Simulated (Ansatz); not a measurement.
`[SH][Ge][SH]`, charge 0, multiplicity 1.

(1) Give a relaxed structure at PBE0-D4/def2-TZVP (Ansatz 0.2.0). (Best estimate.)

Answers

(1) Ansatz gave: 
Z-matrix (Å, degrees):
```
S
Ge 1 2.244
H 1 1.343 2 100.7
S 2 2.244 1 102.9 3 0.0
H 4 1.343 2 100.7 1 0.0
```
Point group C2v.
